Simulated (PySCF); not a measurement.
A calculated (r2SCAN, PySCF 2.14, def2-TZVPPD, the non-relativistic Hamiltonian (point nucleus)) atom or ion has these occupied shells.

```
shell  electrons  orbital energy (eV)  rms radius, mean of both spins (bohr)
 1s β          1              -9463.8                                 0.0592
 1s α          1              -9463.8                                 0.0592
 2s α          1              -1174.0                                  0.249
 2s β          1              -1173.0                                  0.249
 2p α          3              -1036.4                                  0.221
 2p β          3              -1035.7                                  0.221
 3s α          1              -159.39                                  0.738
 3s β          1              -157.46                                  0.738
 3p α          3              -114.93                                  0.772
 3p β          3              -113.12                                  0.772
 3d α          5              -39.740                                  0.935
 3d β          4              -38.674                                  0.935
 4s β          1              -25.803                                   2.38
```

Name the element and its charge.

Zn²⁺ (zinc, charge +2), in [Ar] 3d9 4s1, 4s spin antiparallel (an excited configuration).
